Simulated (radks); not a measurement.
Values are calculated unless marked as measured or tabulated.
Polarisabilities and homonuclear dispersion coefficients (atomic units). Level of theory: non-relativistic Kohn-Sham, LB94 model potential, spin-polarised, spherical densities, point nucleus; open shells are filled with parallel spins first (spin-orbit coupling, left out, can overturn this in heavy ions) (a radial shooting solver on a logarithmic mesh with Libxc functionals). Response by self-consistent Sternheimer equations with the Hartree and adiabatic LDA kernel. For heavy and open-shell atoms this level of theory can miss by tens of per cent. "Uncoupled" leaves out the induced potential. Quadrupole and octupole values are given only where no p, d or f shell is open. The Sternheimer factor gamma scales a distant field gradient at the nucleus by 1 - gamma.

species      configuration  alpha1 (bohr^3)  alpha1, uncoupled  alpha2 (bohr^5)  alpha3 (bohr^7)     C6     C8  Sternheimer gamma
Mo3+              [Kr] 4d3            5.590              8.033                -                -  25.26      -                  -
I+       [Kr] 4d10 5s2 5p4            20.22              33.89                -                -  173.6      -                  -
N3+               [He] 2s2            2.168              4.251            1.502            3.122  2.064  11.40              0.365
Se+      [Ar] 3d10 4s2 4p3            14.21              21.80                -                -  87.19      -                  -
Ca3+          [Ne] 3s2 3p5            2.593              4.188                -                -  7.038      -                  -
I2+      [Kr] 4d10 5s2 5p3            14.21              24.21                -                -  99.15      -                  -
